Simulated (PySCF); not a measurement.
[La(BH4)2]+ at several levels of theory

Computed with PySCF 2.14.0 (density fitting, no spin-orbit coupling) at the geometry relaxed with PBE0:

```xyz
11
[La(BH4)2]+ (singlet)
La    0.0000    0.0000   -0.5353
B     2.0478    0.0048    0.9234
H     2.9646    0.0315    1.6964
H     1.1128   -0.7725    1.2911
H     2.3370   -0.3343   -0.2526
H     1.4556    1.1260    0.8069
B    -2.0478   -0.0048    0.9235
H    -2.9647   -0.0314    1.6964
H    -1.1128    0.7724    1.2912
H    -2.3368    0.3343   -0.2525
H    -1.4556   -1.1260    0.8070
```

| level | basis | state | HOMO (eV) | gap (eV) | charge on La1 (e) | population of f-type functions on La1 (core shells left out) | dipole about the centre of mass (D) | largest force component (eV/Å) |
| --- | --- | --- | --- | --- | --- | --- | --- | --- |
| PBE0 | La def2-SVP with ECP46, B def2-SVP, H def2-SVP | singlet | -13.62 | 6.15 | 1.24 | 0.13 | 5.24 | 0.02 |
| TPSS | the same | singlet | -12.47 | 4.41 | 1.22 | 0.12 | 5.14 | 0.29 |
| PBE0 | La def2-TZVP with ECP46, B def2-TZVP, H def2-TZVP | singlet | -13.66 | 6.21 | 1.37 | 0.12 | 5.20 | 0.24 |

Charges are Mulliken's, which hang on the basis. The relaxation used the grid (50, 194), these runs (75, 302) or, all-electron (x2c bases, spin-free X2C Hamiltonian), (99, 590).

Problem. What does r2SCAN with La def2-SVP with ECP46, B def2-SVP, H def2-SVP give here?

Solution. state singlet, HOMO (eV) -12.56, gap (eV) 4.67, charge on La1 (e) 1.25, population of f-type functions on La1 (core shells left out) 0.12, dipole about the centre of mass (D) 5.16, largest force component (eV/Å) 0.28. Time: 7 s on 2 threads of Arm Neoverse V2, with other jobs on the host, from an already converged density.

In the first row's basis the gap widens with exact exchange: 4.4 to 4.7 eV for TPSS, r2SCAN (none); 6.1 eV for PBE0 (a fixed share).
